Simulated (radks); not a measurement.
The numbers below are computed, except where a source is named.
Ca4+, 16 electrons, occupied as [He] 2s2 2p5 3s2 3p4 4p1 (not the ground configuration).

Code: a radial shooting solver on a logarithmic mesh with Libxc functionals. Model: Dirac Kohn-Sham, BLYP, spin-unpolarised, spherical densities, point nucleus; open shells fill j = l - 1/2 first.

Energy parts (Ry):
| part | energy |
|---|---|
| total | -1322.94182 |
| kinetic | 1334.10263 |
| electron-nucleus | -3052.76211 |
| Hartree | 461.41209 |
| exchange-correlation | -65.69442 |

Orbitals (lengths in bohr, moments of r in powers of bohr):
orbital  occ.  eigenvalue (Ry)     <r^2>      <r>  small-component weight
1s1/2       2        -299.4308  0.007929  0.07679                5.11e-03
2s1/2       2        -37.70880    0.1510   0.3574                8.93e-04
2p1/2       2        -32.33746    0.1240   0.3171                8.73e-04
2p3/2       3        -32.05020    0.1257   0.3195                8.66e-04
3s1/2       2         -8.15346     1.238    1.041                2.12e-04
3p1/2       2         -6.66913     1.346    1.077                1.92e-04
3p3/2       2         -6.62843     1.359    1.082                1.90e-04
3d3/2       0         -4.36382     1.537    1.133                1.44e-04
3d5/2       0         -4.35895     1.541    1.135                1.44e-04
4s1/2       0         -2.86210     6.691    2.442                6.18e-05
4p1/2       1         -2.43414     7.874    2.643                5.47e-05
4p3/2       0         -2.42549     7.926    2.652                5.45e-05

The highest occupied level is 4p1/2 at -33.118 eV. The configuration is held as typed, so some empty levels lie below it. Summed over all electrons, <r^2> = 16.70 bohr^2, which gives a Langevin (diamagnetic) susceptibility term of -13.2 x 10^-6 cm^3/mol.
